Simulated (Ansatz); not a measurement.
Geometry optimisation, DFT PBE, scalar-relativistic, plane waves, PAW (Ansatz 0.2.0).

The input (input.yaml):

```yaml
crystal:
  lattice:
    - [5.48, 0.0, 0.0]
    - [2.74, 4.745819, 0.0]
    - [0.0, 0.0, 16.32646]
  atoms:
    - { symbol: Os, position: [0.0, 0.0, 0.0612503] }
    - { symbol: Os, position: [0.5, 0.0, 0.0612503] }
    - { symbol: Os, position: [0.0, 0.5, 0.0612503] }
    - { symbol: Os, position: [0.5, 0.5, 0.0612503] }
    - { symbol: Os, position: [-0.1666667, 0.3333333, 0.1937487] }
    - { symbol: Os, position: [0.3333333, 0.3333333, 0.1937487] }
    - { symbol: Os, position: [-0.1666667, 0.8333333, 0.1937487] }
    - { symbol: Os, position: [0.3333333, 0.8333333, 0.1937487] }
    - { symbol: Os, position: [0.0, 0.0, 0.3262471] }
    - { symbol: Os, position: [0.5, 0.0, 0.3262471] }
    - { symbol: Os, position: [0.0, 0.5, 0.3262471] }
    - { symbol: Os, position: [0.5, 0.5, 0.3262471] }
    - { symbol: F, position: [0.6667882, 0.6429553, 0.4799853] }
    - { symbol: H, position: [0.552436, 0.8195116, 0.5044854] }
basis:
  ecutwfc: 420.0
kpoints:
  mp_grid: { grid: [4, 4, 1] }
hamiltonian:
  xc: pbe
scf:
  occupations: { method: gaussian, width: 0.15 }
  lower_state_search: "off"
relax:
  f_tol: 0.03
  max_steps: 60
  adjacent_minimum: "off"
  constraints: [{ sites: [0, 1, 2, 3] }]
output:
  write_density: true
  write_potential: true
  elf: true
  volumetric_format: npy
```

Launched with:

```bash
$ ansatz run input.yaml --threads 4 --pin off --max-ram 10240MiB --backend cpu --events-out ev --progress --plain --runs-dir out
```

**Question.** Where does it end, and by what steps?

**Answer.** It converged. The force dipped under the threshold on the way, but the program's further checks kept it going. Limits of this set-up: coarse k mesh, thin slab, slab without dipole correction, no dispersion correction for a molecule that may bind weakly. After 26 steps the energy has fallen by 0.550 eV; F13 moved furthest, 1.10 Å.

```
step  energy less start (eV)  largest force component (eV/Å)  accepted
   0                  0.0000                           1.309       yes
   1                 -0.3180                           1.093       yes
   2                 -0.4373                           1.531       yes
   3                 -0.4384                           2.070       yes
   4                 -0.5014                           0.277       yes
   5                 -0.5033                           0.243       yes
   6                 -0.4532                           1.685        no
   7                 -0.5096                           0.172       yes
   8                 -0.5133                           0.585       yes
   9                 -0.5219                           0.273       yes
  10                 -0.5287                           0.184       yes
  11                 -0.5305                           0.112       yes
  12                 -0.5309                           0.091       yes
  13                 -0.5348                           0.235       yes
  14                 -0.5251                           0.848        no
  15                 -0.5363                           0.236       yes
  16                 -0.5391                           0.067       yes
  17                 -0.5415                           0.213       yes
  18                 -0.5435                           0.295       yes
  19                 -0.4595                           1.977        no
  20                 -0.5482                           0.038       yes
  21                 -0.5492                           0.037       yes
  22                 -0.5478                           0.352        no
  23                 -0.5496                           0.053       yes
  24                 -0.5501                           0.061       yes
  25                 -0.5502                           0.021       yes
  26                 -0.5502                           0.021       yes
```

```xyz
14
Lattice="5.4800 0.0000 0.0000 2.7400 4.7458 0.0000 0.0000 0.0000 16.3265" Properties=species:S:1:pos:R:3
Os 0.000 0.000 1.000
Os 2.740 0.000 1.000
Os 1.370 2.373 1.000
Os 4.110 2.373 1.000
Os 0.000 1.582 3.106
Os 2.739 1.582 3.093
Os 1.369 3.954 3.098
Os 4.110 3.955 3.106
Os -0.009 -0.005 5.200
Os 2.750 0.002 5.200
Os 1.376 2.381 5.199
Os 4.100 2.367 5.206
F 4.454 2.579 8.062
H 5.186 3.003 7.635
```

Whether the end is a true minimum wasn't checked by a vibrational analysis.

The run took 4.7 min on 4 threads of Arm Neoverse V2 (shared host), peak memory 1.6 GiB.
